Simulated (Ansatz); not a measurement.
Consider the cleavage of the Si–B bond: `FB([SiH3])[SeH]` + `O[AsH2]` → `[SiH3]O[AsH2]` + `FB[SeH]`.

Program: Ansatz. Geometries: PBE0-D4/def2-TZVP. ΔE: electronic, gas phase. CCSD(T)/CBS adds triple-zeta CCSD(T) − MP2 to the extrapolated MP2 energy (def2 sets, frozen cores). For As, Se outer-core shells are correlated without core-valence functions, which leaves a few kJ/mol of doubt a bond. Scalar relativity is left out up to krypton. Each species was taken in one conformer, which may not be the lowest.

| species | CCSD(T)/CBS(def2) energy (Eh) |
| --- | --- |
| `FB([SiH3])[SeH]` | -2816.83682 |
| `O[AsH2]` | -2311.97217 |
| `[SiH3]O[AsH2]` | -2602.28728 |
| `FB[SeH]` | -2526.56401 |

Q: Work out ΔE.

A: ΔE = (-2602.28728) + (-2526.56401) − (-2816.83682) − (-2311.97217) = -0.04230 Eh = -1.15 eV.

Largest T1 diagnostic among the species: 0.013.

From PBE to PBE0 (25 % exact exchange), in def2-TZVPP and without D4, ΔE moves by −0.10 eV. In def2-TZVPP, CCSD(T) changes the Hartree–Fock value by +0.27 eV (the triples alone add +0.04 eV) and MP2 by +0.19 eV.
